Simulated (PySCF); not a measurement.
Mapped SMILES: `[CH3:1][C:2]([CH3:3])=[CH:4][O:5][CH:6]([F:7])[F:8]`. Hydrogens are named by the atom that carries them.

All values are calculated (PySCF 2.14): shieldings: GIAO PBE0/pcSseg-1, GFN2-xTB structure. No relativistic terms, isolated molecule, one conformer, one averaged value for each set of equivalent atoms.

References, each an isolated molecule treated in the same way: TMS for 13C (186.93 ppm) and 1H (31.72 ppm); H2O for 17O (336.08 ppm); 19F (170.95 ppm) against CFCl3.

| atoms | nucleus | count | δ (ppm) |
| --- | --- | --- | --- |
| C2 | 13C | 1 | ? |
| H(C1) | 1H | 3 | 1.72 |
| C6 | 13C | 1 | 125.3 |
| F7/F8 | 19F | 2 | -93.9 |
| C1 | 13C | 1 | 22.1 |
| C3 | 13C | 1 | 18.0 |
| H(C3) | 1H | 3 | 1.92 |
| H(C6) | 1H | 1 | 6.50 |
| O5 | 17O | 1 | 168.3 |
| C4 | 13C | 1 | ? |
| H(C4) | 1H | 1 | ? |

Q: Complete the table.

A: 
- C4: 140.5 ppm, alkene carbon bearing oxygen; an sp2 carbon further deshielded by the attached heteroatom
- C2: 125.7 ppm, β carbon of an enol-ether or enamine type C=C
- H(C4): 6.08 ppm, hydrogen on an alkene carbon bearing oxygen; a vinylic proton, deshielded by the sp2 carbon and the C=C anisotropy

Shifts are as computed. Against solution values, carbons near 30 ppm lie about +3 ppm off and those near 130 ppm about +5 ppm. Of 1211 compounds with measured shifts, 218 miss one by over three times the rms of a fit or turn the order of signals round; such compounds aren't used in these exercises. Unscaled 19F shifts against computed CFCl3 carry errors that often reach 10 to 50 ppm. Experimental scales use liquid or dissolved standards, which lie at an offset from isolated H2O (liquid H2O: subtract about 36 ppm).
